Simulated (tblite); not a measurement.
C4H13N3Si.
Cartesian coordinates in Å at the GFN2-xTB level; atoms count from 1:
```xyz
21
C4H13N3Si angstrom
C     -0.704    2.715   -0.809
N     -0.663    1.628   -0.200
Si     0.089    0.114   -0.577
N      1.663    0.040    0.126
C      2.697    0.946   -0.303
N     -0.872   -1.021    0.274
C     -0.415   -2.378    0.416
C     -2.306   -0.918    0.268
H     -0.371    2.871   -1.840
H     -1.112    3.592   -0.309
H      0.313   -0.142   -2.012
H      1.688   -0.099    1.125
H      3.670    0.602    0.052
H      2.712    0.967   -1.391
H      2.540    1.973    0.052
H     -0.781   -3.019   -0.396
H     -0.772   -2.795    1.363
H      0.670   -2.394    0.407
H     -2.754   -1.452   -0.581
H     -2.586    0.130    0.209
H     -2.714   -1.344    1.189
```

All values are computed: GFN2-xTB (tblite) harmonic vibrations without scaling, gas phase. The method is semi-empirical: single wavenumbers can be off by several per cent or more. Modes of hydrogen on silicon can be 10 to 20 % off. One conformer, not necessarily the lowest.

Harmonic wavenumbers (cm⁻¹): 46.6, 57.4, 92.5, 113.9, 133.7, 159.1, 184.9, 212.0, 220.0, 267.5, 285.5, 299.1, 302.3, 403.2, 489.6, 557.3, 664.9, 695.1, 728.8, 778.0, 833.0, 998.5, 1047.2, 1057.6, 1065.9, 1092.6, 1115.1, 1131.7, 1148.9, 1156.9, 1219.3, 1315.9, 1353.2, 1412.5, 1421.1, 1423.0, 1457.0, 1483.1, 1491.0, 1494.9, 1502.5, 1505.9, 1512.5, 1763.2, 2154.1, 2854.3, 2873.4, 2879.5, 2884.0, 2939.5, 2947.9, 2957.6, 2978.9, 3022.5, 3044.5, 3051.8, 3439.7.

A = 2109, B = 1385, C = 891.8 MHz; mass 131.088 u (most abundant isotopes); point group C1, symmetry number 1.

Task: Zero-point energy?

Result: ½Σν̃ = 37861 cm⁻¹ = 452.91 kJ/mol.

Task: What is S at 350 K and 1 bar for an ideal gas of classical rigid rotors and harmonic oscillators?

Result: Translation 173.00, rotation 124.18, vibration 185.68: S = 482.9 J/(mol K).

Task: And Cp and H(350 K) − H(0)?

Result: Cp = 202.60 J/(mol K), of which vibrations give 169.34 (their classical limit is 57 R = 473.9); H(350 K) − H(0) = 44.48 kJ/mol without the zero-point energy, 32.84 from vibrations.

Task: What must be added to the electronic energy to get the Gibbs energy at 350 K and 1 bar?

Result: ZPE + [H(350 K) − H(0)] − T·S = 452.91 + 44.48 − 169.00 = 328.39 kJ/mol.

Task: Blend soft modes into free rotors: weight 1/[1 + (100 cm⁻¹/ν̃)⁴] for the oscillator and the rest for a rotor with moment μB/(μ + B), μ = h/(8π²ν), B = 10⁻⁴⁴ kg m². What vibrational entropy results?

Result: 171.14 J/(mol K) in place of 185.68, which changes −T·S at 350 K by +5.09 kJ/mol.

Task: Which modes carry the vibrational entropy at 350 K?

Result: 46.6 cm⁻¹: 22.07; 57.4 cm⁻¹: 20.34; 92.5 cm⁻¹: 16.40; 113.9 cm⁻¹: 14.70; 133.7 cm⁻¹: 13.39; 159.1 cm⁻¹: 11.99 J/(mol K); the other 51 give 86.78 together.

Task: How do the functions run with temperature in this model?

Result: 
| T (K) | S (J/(mol K)) | Cp (J/(mol K)) | H − H(0) (kJ/mol) | G − H(0) (kJ/mol) | ln q(vib) |
| --- | --- | --- | --- | --- | --- |
| 100 | 304.6 | 98.1 | 6.31 | -24.15 | 2.31 |
| 200 | 387.7 | 143.4 | 18.55 | -58.98 | 5.96 |
| 300 | 453.2 | 182.7 | 34.85 | -101.11 | 9.41 |
| 500 | 564.7 | 257.9 | 79.14 | -203.20 | 15.71 |
| 800 | 704.8 | 338.5 | 169.53 | -394.32 | 24.23 |
| 1000 | 784.5 | 375.2 | 241.08 | -543.41 | 29.42 |

q(vib) and H(0) count from the zero-point level.

Hindered rotation and anharmonicity are outside this model. Other conformers, if any are populated, would add a mixing term that is left out. The structure is chiral; the term R ln 2 for an equal mix with its mirror image is left out.

Hardware: one thread, Arm Neoverse N1, shared host. This covers the Hessian and the dipole derivatives.
